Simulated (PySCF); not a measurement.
A structure optimised at PBE-D3(BJ)/def2-SVP, used in a PySCF frequency run:

```xyz
12

Si     1.4743     0.5064    -0.0963
C      0.1221    -0.8333     0.0484
C     -1.1873    -0.2572     0.4974
C     -2.2669    -0.0575    -0.2813
H      2.8010    -0.1227    -0.4343
H      1.1102     1.4927    -1.1716
H      1.6110     1.2430     1.2097
H      0.4947    -1.5947     0.7682
H      0.0278    -1.3306    -0.9403
H     -1.2357     0.0569     1.5569
H     -2.2716    -0.3473    -1.3457
H     -3.1844     0.4013     0.1177
```
Charge 0, spin multiplicity 1.

Write its SMILES and formula.

C=CC[SiH3], C3H8Si

What are its rotational constants (standard atomic weights)?

15.351, 2.7156, 2.6000 GHz
